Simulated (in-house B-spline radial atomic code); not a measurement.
Radial electron density of Pt8+, [Xe] 4f14 5d2. Level of theory: scalar-relativistic (X2C) B97-1, spin-polarised, spherical fractional occupations, exact exchange averaged over the configuration, Fermi nucleus of rms radius 5.427 fm; calculated with an all-electron radial atomic-structure program (B-spline basis).

One-electron X2C: radii and densities carry no picture-change correction, so inner-shell <1/r> comes out high (for 1s by about 2 % at Z = 33, 5 % at 54, 10 % at 75, 30 % at 118) and <r> low.

Columns: r (bohr), 4πr²n(r) (electrons per bohr), bar.

```
0.000316    3.479 #
0.000388     4.61 #
0.000478    6.113 ##
0.000588     8.06 ##
0.000724     10.6 ###
0.000891    13.85 ####
  0.0011    18.08 ######
 0.00135    23.27 #######
 0.00166    29.76 #########
 0.00204    37.65 ###########
 0.00252    47.29 ##############
  0.0031    58.18 ##################
 0.00381    70.14 #####################
 0.00469    82.65 #########################
 0.00577    94.55 #############################
  0.0071    104.4 ################################
 0.00874    110.6 ##################################
  0.0108    111.9 ##################################
  0.0132    108.2 #################################
  0.0163    101.2 ###############################
  0.0201    95.45 #############################
  0.0247    96.36 #############################
  0.0304    107.4 #################################
  0.0374      126 ######################################
   0.046    142.2 ###########################################
  0.0566    144.4 ############################################
  0.0697    130.3 ########################################
  0.0858    114.2 ###################################
   0.106    115.3 ###################################
    0.13    130.2 ########################################
    0.16    132.3 ########################################
   0.197    106.1 ################################
   0.242    77.34 ########################
   0.298    75.04 #######################
   0.367    85.99 ##########################
   0.451    78.62 ########################
   0.556    53.08 ################
   0.684    31.75 ##########
   0.841    21.71 #######
    1.04    15.33 #####
    1.27    8.897 ###
    1.57    3.479 #
    1.93   0.9312 
    2.38    0.157 
    2.92  0.01684 
     3.6 0.000863 
    4.43 1.983e-05
```

On this grid the curve has 4 maxima, near 0.0108, 0.0566, 0.16, 0.367 bohr.

The 5d up radial function P(r) = rR(r), positive near the nucleus:

| r (bohr) | P |
| --- | --- |
| 0.00577 | 0.001118 |
| 0.00874 | 0.003298 |
| 0.0132 | 0.009414 |
| 0.0201 | 0.02618 |
| 0.0304 | 0.06627 |
| 0.046 | 0.1485 |
| 0.0697 | 0.2734 |
| 0.106 | 0.357 |
| 0.16 | 0.2018 |
| 0.242 | -0.2521 |
| 0.367 | -0.5251 |
| 0.556 | -0.04445 |
| 0.841 | 0.7806 |
| 1.27 | 0.9983 |
| 1.93 | 0.4909 |
| 2.92 | 0.08506 |
| 4.43 | 0.003127 |
